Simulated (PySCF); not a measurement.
**RuON + H₂O → H₂RuN + O₂**

Level: PBE0 in the def2-TZVP basis family, computed in PySCF with density fitting; scalar-relativistic core potentials for atoms from Rb on, none lighter, no spin–orbit coupling; open shells unrestricted.

```tsv
species	state and structure	ZPE (kJ/mol)	H(298 K) − H(0) (kJ/mol)	S° (J/(mol K))
RuON	doublet, Cs, Ru–N 1.602 Å, Ru–O 1.721 Å; N–Ru–O 121.4°	13.1	11.4	279.0
H₂O	singlet, C2v, O–H 0.960 Å (×2); H–O–H 105.1°	56.5	9.9	188.7
H₂RuN	doublet, Cs, Ru–H 1.601 Å (×2), Ru–N 1.580 Å; H–Ru–H 97.2°, H–Ru–N 104.2° (×2)	42.0	11.3	264.6
O₂	triplet, D∞h, O–O 1.193 Å	10.3	8.7	204.9
```

**Question.** Is the gas-phase reaction uphill or downhill in electronic energy at this level, and by how much?

**Answer.** At PBE0/def2-TZVP, ΔE = 263.0 kJ/mol, uphill. 

**Question.** Add zero-point, thermal and entropy terms for 298.15 K and 1 bar.

**Answer.** ΔZPE = -17.3 and Δ[H(298) − H(0)] = -1.3 kJ/mol give ΔH° = 244.4 kJ/mol. ΔS° = 1.8 J/(mol K), so ΔG° = 244.4 − 298.15 × (0.0018) = 244 kJ/mol.

Some spin contamination: RuON (⟨S²⟩ 0.98). Open d or f shells are single determinants, so the state found may not be the ground state. Each species is the lowest minimum found with this bonding; other isomers or fragments can lie lower.
